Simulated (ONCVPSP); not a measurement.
# silicon (Si) ONCV: all-electron and pseudo phase curves

ONCVPSP 4.0.1 input, shortened (lines: element, Z, core and valence counts, functional; n l f; lmax; l rc ep ncon nbas qcut; lloc lpopt rc5 dvloc0; l nproj debl; icmod fcfact rcfact), PBEsol, scalar-relativistic:

```
  Si 14.00    3    2  -116133      upf
    1    0    2.00
    2    0    2.00
    2    1    6.00
    3    0    1.00
    3    1    3.00
    1
    0    1.75    0.00    4    7    2.90
    1    2.00    0.00    5    9    4.10
    4    2    1.15    0.00
    0    2    2.30
    1    1    1.50
    0    0.00    0.00
```

The phase is arctan(r·R′/R) of the radial function R(r), unwrapped; energies in Ha, scanned from -2 to 5 Ha. A pole is an energy at which the radial function vanishes at the test radius. The pseudo phase is shifted by a multiple of π to meet the all-electron one at the reference energy, and phase errors are pseudo minus all-electron; the curves can meet again beyond the range given. Levels narrower than the energy grid can be missing from the lists of poles.

| channel | radius (bohr) | reference energy (Ha) | poles, all-electron | poles, pseudo | unbroken range about the reference energy with phases within 0.05 rad | phase error 1 Ha above the reference energy (rad) |
| --- | --- | --- | --- | --- | --- | --- |
| s | 1.78 | -0.42 | 1.77 | 1.77 | below 3.8 | -0.000 |
| p | 2.03 | -0.17 | 1.37 | 1.24, 4.95 | below 1.6 | -0.014 |

Phases in the s channel:

| E (Ha) | all-electron | pseudo |
| --- | --- | --- |
| -1.98 | 0.982 | 0.978 |
| -1.62 | 0.811 | 0.808 |
| -1.26 | 0.503 | 0.500 |
| -0.90 | -0.038 | -0.039 |
| -0.54 | -0.642 | -0.642 |
| -0.18 | -1.024 | -1.024 |
| 0.18 | -1.233 | -1.233 |
| 0.54 | -1.357 | -1.358 |
| 0.90 | -1.441 | -1.441 |
| 1.26 | -1.503 | -1.503 |
| 1.62 | -1.553 | -1.553 |
| 1.98 | -1.596 | -1.596 |
| 2.34 | -1.637 | -1.638 |
| 2.70 | -1.680 | -1.681 |
| 3.06 | -1.728 | -1.732 |
| 3.42 | -1.788 | -1.800 |
| 3.78 | -1.870 | -1.909 |
| 4.14 | -1.999 | -2.146 |
| 4.50 | -2.243 | -2.987 |
| 4.86 | -2.773 | -4.178 |
